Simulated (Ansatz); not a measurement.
Ansatz results at the PBE0-D4/def2-TZVP geometry: LUMO energy (ωB97M-V/def2-TZVPP) 1.80 eV; LUMO energy (PBE0/def2-TZVPP) 0.24 eV; HOMO energy (PBE0/def2-TZVPP) -8.84 eV.

Each molecule was computed in one conformer, which needn't be the lowest.

(1) Which molecule gave them?
A. `F[Si](F)(S)S`
B. `O[SiH](O)O[SiH3]`
C. `N[SiH](N)O[SiH3]`
D. `C[SiH2]C(F)(F)F`

## Answers

(1) B. The others give `N[SiH](N)O[SiH3]`: 1.95, 0.40, -7.55; `F[Si](F)(S)S`: 1.81, -0.08, -8.28; `C[SiH2]C(F)(F)F`: 1.89, 0.37, -9.29.
